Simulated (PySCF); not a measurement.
Several orderings of computed values.

All species are isolated and taken at one optimised geometry, non-relativistic unless stated; the electronic structure was computed with PySCF and density fitting.

Dipoles, sizes and rotational constants follow the conformer. The torsions of the flexible species, by atom-mapped SMILES:
- `[CH2:1]=[C:2]([O:3][CH3:4])[C@H:5]([CH3:6])[CH:7][O-:8]`: C1–C2–O3–C4 82°, C1–C2–C5–C6 40°, C2–C5–C7–O8 -100°
- `[SiH3:1][CH:2][CH2:3][SiH2:4][CH2:5][SiH3:6]`: Si1–C2–C3–Si4 99°, C2–C3–Si4–C5 -62°, C3–Si4–C5–Si6 -61°
- `[CH2:1]=[C:2]1[C:3]=[C:4]([CH2:5][C:6]#[N:7])[CH:8]=[CH:9]1`: C3–C4–C5–C6 -118°
- `[CH2:1]=[C:2]([CH3:3])[O:4][C:5](=[CH2:6])[O:7][CH3:8]`: C1–C2–O4–C5 -24°, C2–O4–C5–C6 138°, O4–C5–O7–C8 -177°

The conformers of `C[C+]([CH]CCO)C=O` [charge +1 and doublet state] and `C=CCCC[C]([O-])O` [charge -1 and doublet state] aren't listed.

Question: Rank by isotropic g value, highest first (unrestricted B3LYP/pcH-1, mean-field spin–orbit at GFN2-xTB geometries).
A. `C=C(OC)[C@H](C)[CH][O-]` [radical]
B. `[C](O)([O-])CCCC=C` [radical]
C. `C1(=C)[C]=C(C=C1)CC#N` [radical]
D. `C[C+]([CH]CCO)C=O` [radical]
E. `[SiH3][CH]C[SiH2]C[SiH3]` [radical]

Answer: D (2.00537), A (2.00363), B (2.00291), E (2.00255), C (2.00216).

Question: Rank by smallest rotational constant, highest first (GFN2-xTB).
A. `C=C(C)OC(=C)OC`
B. `N#CC1=CC(C#N)=NC[CH]1` [radical]
C. `C=C1[C]=C(CC#N)C=C1` [radical]
D. `C=C(OC)[C@H](C)[CH][O-]` [radical]
E. `[SiH2](C[SiH3])C[CH][SiH3]` [radical]

Answer: D (1.279 GHz), A (1.149 GHz), C (0.871 GHz), E (0.815 GHz), B (0.686 GHz).
